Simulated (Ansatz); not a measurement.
Molecule: DABCO, C6H12N2, net charge 0, singlet state. 
Geometry from a B3LYP-D3(BJ)/def2-TZVP (Ansatz, a quantum-chemistry and plane-wave program) optimisation:
SMILES: C1CN2CCN1CC2
```xyz
20

C      0.6315     0.5526     1.3442
C      0.2206     1.5535     0.2212
N     -0.3373     0.8217    -0.9219
C     -1.5102     0.0611    -0.4757
C     -1.0994    -0.9398     0.6473
N      0.3373    -0.8217     0.9219
C      1.0842    -1.1141    -0.3069
C      0.6733    -0.1132    -1.4299
H      0.0879     0.7483     2.2708
H      1.6984     0.6197     1.5671
H      1.0776     2.1322    -0.1299
H     -0.5329     2.2608     0.5739
H     -2.2620     0.7699    -0.1223
H     -1.9281    -0.4593    -1.3401
H     -1.6412    -0.7425     1.5746
H     -1.3073    -1.9718     0.3569
H      2.1506    -1.0452    -0.0823
H      0.8740    -2.1459    -0.5963
H      0.2532    -0.6334    -2.2932
H      1.5298     0.4672    -1.7793
```

Total electronic energies in hartree. Cores are frozen in the correlated levels unless marked. No spin-orbit coupling. Non-relativistic. CBS marks a two-point X^-3 extrapolation of the correlation energy; Hartree-Fock from the larger set. The bracket is a focal-point correction in the basis named.

| level | program | energy (Eh) |
|---|---|---|
| HF/cc-pVDZ | Ansatz | -343.07448 |
| HF/aug-cc-pVTZ | Ansatz | -343.16801 |
| HF/cc-pVQZ | Ansatz | -343.18692 |
| RI-HF/cc-pVQZ | Ansatz | -343.18672 |
| r2SCAN-D3(BJ)/def2-TZVPD | Ansatz + dftd3 | -345.25527 |
| r2SCAN-D4/def2-TZVPD | Ansatz + dftd4 | -345.25467 |
| PBE0-D4/def2-TZVPD | Ansatz + dftd4 | -345.06438 |
| PBE0/def2-TZVPD | Ansatz | -345.04679 |
| BHLYP/def2-TZVPD | Ansatz | -345.23555 |
| LC-wPBE/def2-TZVPD | Ansatz | -345.24735 |
| B2GP-PLYP-D3(BJ)/def2-TZVPD | Ansatz + dftd3 | -345.08337 |
| B2GP-PLYP-D4/def2-TZVPD | Ansatz + dftd4 | -345.08105 |
| RPA@PBE/cc-pVTZ | Ansatz | -345.41793 |
| RI-MP2/aug-cc-pVQZ | Ansatz | -344.72870 |
| RI-MP2/cc-pVQZ | Ansatz | -344.71625 |
| SCS-MP2/6-31G | Ansatz | -343.63923 |
| SCS-MP2/cc-pwCVTZ | Ansatz | -344.61365 |
| CCSD/6-31G | Ansatz | -343.71480 |
| CCSD/6-31G* | Ansatz | -344.22894 |
| CCSD/aug-cc-pVDZ | Ansatz | -344.39253 |
| CCSD(T)/STO-3G | Ansatz | -339.46079 |
| CCSD(T)/6-31G | Ansatz | -343.73792 |
| RI-MP2/CBS(aug-cc-pVTZ,aug-cc-pVQZ)+[CCSD(T)-MP2]/aug-cc-pVTZ | Ansatz | -344.9068 |

Totals of different functionals don't rank their quality; only differences between species are comparable.
